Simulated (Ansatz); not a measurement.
Harmonic frequencies (cm⁻¹) at PBE0-D4/def2-TZVP from Ansatz: 131, 141, 308, 336, 381, 627, 655, 752, 855, 905, 931, 932, 1167, 1706, 2218, 2256, 2265, 3436.

Each molecule was computed in one conformer, which needn't be the lowest.

(1) Which molecule is it?
A. `NC[TeH]`
B. `N=C([SiH3])I`
C. `OC(O)(O)F`
D. `NB1N=CS1`

Answers

(1) B.
